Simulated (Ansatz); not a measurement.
GeH8N4 (`[NH2][Ge]([NH2])([NH2])[NH2]`), relaxed with RKS PBE-D4/def2-SVP in Ansatz 0.2.0 from a rough embedded geometry. The force threshold is 0.03 eV/Å; the program also tests the step.

Charge 0, multiplicity 1.

Start:

```xyz
13

N    -1.538   -0.881   -0.381
Ge   -0.021   -0.060    0.132
N     0.703   -1.006    1.558
N     1.223    0.041   -1.266
N    -0.401    1.693    0.632
H    -1.941   -0.383   -1.268
H    -1.304   -1.835   -0.738
H     1.555   -0.397    1.876
H    -0.017   -0.905    2.386
H     0.722    0.452   -2.052
H     1.335   -1.033   -1.546
H     0.485    2.165    0.909
H    -0.803    2.149   -0.243
```

```csv
step,energy (eV),largest force (eV/Å),largest move (Å)
1,-62582.1179,2.483,0.000
2,-62582.6511,1.019,0.195
3,-62582.7341,0.281,0.180
4,-62582.7838,0.129,0.200
5,-62582.8032,0.116,0.200
6,-62582.8242,0.074,0.200
7 (rejected),-62582.7931,1.343,0.195
8,-62582.8328,0.065,0.098
9,-62582.8368,0.320,0.097
10,-62582.8416,0.053,0.150
11,-62582.8422,0.021,0.027
```

End:

```xyz
13

N    -1.649   -0.722   -0.316
Ge    0.015    0.004    0.069
N     0.637   -1.109    1.406
N     1.432    0.023   -1.130
N    -0.308    1.770    0.483
H    -2.071   -0.366   -1.182
H    -1.614   -1.747   -0.381
H     1.549   -0.790    1.756
H     0.000   -1.126    2.212
H     1.209    0.469   -2.028
H     1.787   -0.919   -1.329
H     0.301    2.451    0.021
H    -1.288    2.062    0.419
```

It took 30 s on 2 threads of an AMD EPYC 7R13 on a shared host, with 0.19 GiB of host memory at the peak.
